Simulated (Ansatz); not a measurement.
Calculated with Ansatz (gas phase, PBE0-D4/def2-TZVP geometries, no zero-point term in ΔE). CCSD(T)/CBS is the MP2 limit (def2-TZVPP, def2-QZVPP) plus CCSD(T) − MP2 in def2-TZVPP, frozen cores. For Br outer-core shells are correlated without core-valence functions, which leaves a few kJ/mol of doubt a bond. Scalar relativity is left out up to krypton. Each species was taken in one conformer, which may not be the lowest.

Consider the redistribution: `[OH][Al]([Br])[O][SiH3]` + `BCC(F)Cl` → `[OH][Al]([F])[O][SiH3]` + `BCC(Cl)Br`.

| species | CCSD(T)/CBS(def2) energy (Eh) |
| --- | --- |
| `[OH][Al]([Br])[O][SiH3]` | -3257.40041 |
| `BCC(F)Cl` | -663.45331 |
| `[OH][Al]([F])[O][SiH3]` | -783.88360 |
| `BCC(Cl)Br` | -3136.98303 |

Question: Work out ΔE.

Answer: ΔE = (-783.88360) + (-3136.98303) − (-3257.40041) − (-663.45331) = -0.01291 Eh = -0.35 eV.

Largest T1 diagnostic among the species: 0.012.

The D4 term adds −0.04 eV with B3LYP and −0.02 eV with PBE0; it sums over pairs of atoms, weighted by their polarisabilities, and B3LYP, whose exchange is more repulsive, gets the larger term. In def2-TZVPP, CCSD(T) changes the Hartree–Fock value by −0.27 eV (the triples alone add −0.03 eV) and MP2 by −0.39 eV. From PBE to PBE0 (25 % exact exchange), in def2-TZVPP and without D4, ΔE moves by +0.04 eV.

B3LYP here is the variant with VWN-RPA as its local correlation; programs differ in this.
